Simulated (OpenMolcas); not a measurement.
Rh3+ among 6 point charges of -1.5 e arranged as a tetragonal octahedron (D4h). The axial distance is 0.93 times the equatorial one, R.

| Quantity | Value |
| --- | --- |
| Program | OpenMolcas 26.06 |
| Method | CASSCF |
| Basis | ANO-RCC-VDZP [6s5p3d1f] |
| Scalar Hamiltonian | DKH2, point nucleus |
| Active space | 6 electrons in 5 orbitals (4d) |
| State averaging | 2S+1 = 5 even, 5 roots; 2S+1 = 3 even, 45 roots; 2S+1 = 1 even, 50 roots |
| Spin-orbit coupling | RASSI with atomic mean-field integrals over the reference wave functions |

All point charges move together. At R = 1.92 Å the first state of the same spin is 2001 cm-1, and at R = 2.04 Å it is 1780 cm-1.

Q: A third run gives 1408 cm-1. What distance was it run at?

A: With a power law R^-n the two known points give n = -ln(1780 / 2001) / ln(2.04 / 1.92) = 1.93. Then R = 1.92 × (2001 / 1408)^(1/1.93) = 2.304 Å. The run was at 2.27 Å, so the estimate is off by +0.034 Å.

Without dynamic correlation the repulsion within the d shell is too large (B by tens of per cent), so at a given field states of lower spin stand too high. Point charges give a weaker field than real ligands, and real ions of this kind are as a rule low spin; the high spin found here belongs to the model. This shell can be high or low spin here, a state of another spin lies low, and with metal d orbitals alone active their balance is uncertain, so the ground spin may be wrong (holds for R = 1.92; R = 2.04). This is an electrostatic model: the charges have no orbitals. No measured value stands beside these numbers.
